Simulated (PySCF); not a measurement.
N-silylprop-2-yn-1-amine (C₃H₇NSi), SMILES C#CCN[SiH3].

Coordinates come from a PBE0-D3(BJ)/def2-SVP optimisation. One conformer was computed; it need not be the lowest.

Computed with PySCF with TDA-CAM-B3LYP/def2-SVPD.

Vertical excitations. The molecule is in vacuum.

| state | energy (eV) | λ (nm) | f | main pairs |
|---|---|---|---|---|
| S1 | 6.16 | 201 | 0.010 | HOMO→LUMO 88 % |
| S2 | 6.41 | 193 | 0.000 | HOMO−1→LUMO+4 22 %, HOMO−1→LUMO 22 %, HOMO−1→LUMO+1 11 %, HOMO−1→LUMO+2 8 % |
| S3 | 6.75 | 184 | 0.003 | HOMO−2→LUMO+3 15 %, HOMO−1→LUMO+4 12 %, HOMO→LUMO+3 11 %, HOMO−2→LUMO 9 % |
| S4 | 6.78 | 183 | 0.001 | HOMO−2→LUMO+4 16 %, HOMO→LUMO+2 12 %, HOMO−2→LUMO+2 11 %, HOMO−2→LUMO+3 11 % |
| S5 | 7.21 | 172 | 0.007 | HOMO→LUMO+2 44 %, HOMO→LUMO+1 15 %, HOMO→LUMO+6 9 %, HOMO→LUMO+5 7 % |
| S6 | 7.35 | 169 | 0.021 | HOMO→LUMO+1 62 %, HOMO→LUMO+2 9 % |
| S7 | 7.46 | 166 | 0.036 | HOMO−1→LUMO 55 %, HOMO−1→LUMO+2 22 % |
| S8 | 7.60 | 163 | 0.009 | HOMO−2→LUMO 30 %, HOMO→LUMO+3 26 %, HOMO→LUMO+4 22 % |
| S9 | 7.72 | 161 | 0.072 | HOMO→LUMO+4 50 %, HOMO→LUMO+7 12 %, HOMO−2→LUMO+2 8 % |
| S10 | 7.81 | 159 | 0.048 | HOMO→LUMO+7 29 %, HOMO→LUMO+5 14 %, HOMO−2→LUMO 12 %, HOMO→LUMO+8 8 % |
| T1 | 5.29 | 234 | 0 | HOMO−1→LUMO+3 16 %, HOMO−2→LUMO+4 15 %, HOMO→LUMO 6 %, HOMO−2→LUMO 6 % |
| T2 | 5.75 | 216 | 0 | HOMO→LUMO 32 %, HOMO−1→LUMO+3 25 %, HOMO−1→LUMO+5 9 %, HOMO→LUMO+1 5 % |
| T3 | 5.79 | 214 | 0 | HOMO−1→LUMO+4 24 %, HOMO−1→LUMO 12 %, HOMO−2→LUMO+3 11 %, HOMO−1→LUMO+2 11 % |
| T4 | 5.94 | 209 | 0 | HOMO→LUMO 40 %, HOMO−2→LUMO 10 %, HOMO−1→LUMO+3 7 % |
Triplets are in the Tamm–Dancoff approximation.
